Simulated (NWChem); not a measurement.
## Which level was it?

The species is GeTe (2 atoms), meant as a singlet with charge 0. SMILES: `[Ge][Te]`. The bond length is the measured one.

```xyz
2

Ge    0.0000    0.0000    0.0000
Te    0.0000    0.0000    2.3402
```

Orbital energies are those of the mean-field step.

A calculation with NWChem 7.3.0 gave:

```yaml
total_energy: -2344.6681 Eh
dipole_moment: 0.95 D
HOMO_energy: -6.24 eV
LUMO_energy: -3.20 eV
HOMO–LUMO_gap: 3.04 eV
largest_force: 0.475 eV/Å
```

**Question.** Which of these levels gave the numbers?
A. MP2/def2-TZVP (core potential)
B. CCSD(T)/def2-SVP (core potential)
C. PBE0/def2-SVPD (core potential)
D. TPSS/def2-SVP (core potential)

**Answer.** D. The others give -2343.0853 Eh (MP2/def2-TZVP (core potential)), -2342.4738 Eh (CCSD(T)/def2-SVP (core potential)), -2344.5430 Eh (PBE0/def2-SVPD (core potential)).
